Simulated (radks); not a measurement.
All-electron atom: Tl III in [Xe] 4f14 5d10 6p1 (not the ground configuration). Calculated with a radial shooting solver on a logarithmic mesh with Libxc functionals: Dirac Kohn-Sham, PBE, spin-unpolarised, spherical densities, finite nucleus; open shells fill j = l - 1/2 first; Fermi nuclear charge, rms radius 5.4759 fm.

Spin-orbit splittings of the eigenvalues, e(l+1/2) - e(l-1/2), with zeta = 2 splitting/(2l+1) and mean radii in bohr:

shell,occ.,splitting (eV),zeta (eV),<r> j=l-1/2,<r> j=l+1/2
2p,6,2065,1377,0.05589,0.06468
3p,6,459.2,306.1,0.1674,0.1835
3d,10,98.07,39.23,0.1595,0.1644
4p,6,111.6,74.42,0.3931,0.4274
4d,10,20.83,8.332,0.4333,0.4444
4f,14,4.599,1.314,0.4645,0.4710
5p,6,20.21,13.47,0.9416,1.035
5d,10,2.271,0.9082,1.329,1.377
6p,1,2.006,1.337,2.694,2.964
